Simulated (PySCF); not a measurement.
C2H5FOSi2, SMILES FC1=CO[SiH2][SiH2]1.

Geometry: PBE-D3(BJ)/def2-SVP. The structure was generated by enumeration, and PubChem lists no compound with its InChIKey, so it may never have been made.

Calculation: PBE-D3(BJ)/def2-SVP (PySCF).

Frequencies are harmonic and unscaled.

```
mode  ν (cm⁻¹)  IR (km/mol)  moving atoms (share of kinetic energy)
----  --------  -----------  --------------------------------------
1           80          0.0         Si 33 %, O 24 %, H 23 %, F 18 %
2          302          2.6                  C 56 %, H 31 %, F 12 %
3          302          6.0                 F 53 %, Si 20 %, C 16 %
4          310          8.0         Si 55 %, F 17 %, O 15 %, C 10 %
5          316          0.1                  H 44 %, C 34 %, O 15 %
6          355         19.5                  H 72 %, O 12 %, C 10 %
7          429          0.6                         Si 83 %, H 14 %
8          568          0.0                         H 72 %, Si 22 %
9          587          6.8         C 41 %, Si 24 %, H 19 %, O 16 %
10         604          4.2  F 34 %, O 28 %, C 15 %, Si 14 %, H 9 %
11         649         25.5                          H 77 %, C 18 %
12         658         33.4         H 53 %, Si 23 %, O 12 %, C 10 %
13         669          9.4                                  H 92 %
14         707         62.6          O 37 %, H 31 %, Si 21 %, C 9 %
15         794         77.8                         H 74 %, Si 14 %
16         861         22.5                          H 69 %, C 30 %
17         902        143.1                                  H 96 %
18         918         83.0                                  H 95 %
19        1177        265.9                          C 66 %, F 24 %
20        1202         85.5                  C 38 %, O 35 %, H 26 %
21        1246          1.3                          H 60 %, C 38 %
22        1607         40.8                                  C 91 %
23        2159         92.3                                  H 98 %
24        2163         49.3                                  H 96 %
25        2175         76.1                                  H 98 %
26        2184        119.1                                  H 95 %
27        3104          9.7                           H 92 %, C 8 %
```
